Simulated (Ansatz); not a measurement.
Consider the atomization: `CB[CH2][AlH2]` → Al• + B• + 2 C• + 8 H•.

Gas-phase electronic energies from Ansatz, PBE0-D4/def2-TZVP geometries. CCSD(T)/CBS adds triple-zeta CCSD(T) − MP2 to the extrapolated MP2 energy (def2 sets, frozen cores). This one scheme is used for every species, atoms too. DFT in def2-TZVPP. No spin–orbit coupling; open shells (•) take unrestricted orbitals. Spin–orbit coupling would lower the free atoms: a little for Al, B, C. One conformer a species, not always the lowest.

`CB[CH2][AlH2]`:

```xyz
12

C    -1.056    1.441   -0.109
B     0.359    0.797   -0.300
C     0.575   -0.637   -0.767
Al    0.575   -1.721    0.881
H    -1.899    0.774   -0.305
H    -1.171    1.870    0.893
H    -1.140    2.299   -0.789
H     1.323    1.455    0.003
H    -0.255   -1.070   -1.337
H     1.549   -0.854   -1.216
H    -0.807   -2.154    1.529
H     1.947   -2.201    1.514
```

What is ΔE at CCSD(T)/CBS? (Estimate.)

Ansatz gave: +4195.0 kJ/mol.

What do these levels give: revPBE-D4, r2SCAN0-D4, BHLYP-D4, ωB97X-V, B2PLYP, PBE-QIDH, PBE, PBE0, r2SCAN0, SCS-MP2/def2-TZVPP, CCSD/def2-TZVPP, HF/def2-QZVPP? (Best estimate.)

Ansatz gave: revPBE-D4 4158.6, r2SCAN0-D4 4197.5, BHLYP-D4 4150.9, ωB97X-V 4213.6, B2PLYP 4166.4, PBE-QIDH 4191.4, PBE 4213.4, PBE0 4192.4, r2SCAN0 4191.6, SCS-MP2/def2-TZVPP 4138.1, CCSD/def2-TZVPP 4071.1, HF/def2-QZVPP 3273.4 kJ/mol.

Largest T1 diagnostic among the species: 0.018.

The D4 term adds +32.2 kJ/mol with B3LYP and +17.0 kJ/mol with PBE0; it sums over pairs of atoms, weighted by their polarisabilities, and B3LYP, whose exchange is more repulsive, gets the larger term. From r2SCAN to r2SCAN0 (25 % exact exchange), in def2-TZVPP and without D4, ΔE moves by −29.6 kJ/mol: exact exchange takes away binding that semilocal exchange gives to molecules.

B3LYP here is the variant with VWN-RPA as its local correlation; programs differ in this.

For atomizations the MP2-based limit and the directly extrapolated one differ by several kJ/mol either way, and by 10 to 25 for some Ge, Se and Sn compounds, so smaller differences from it don't rank the levels.
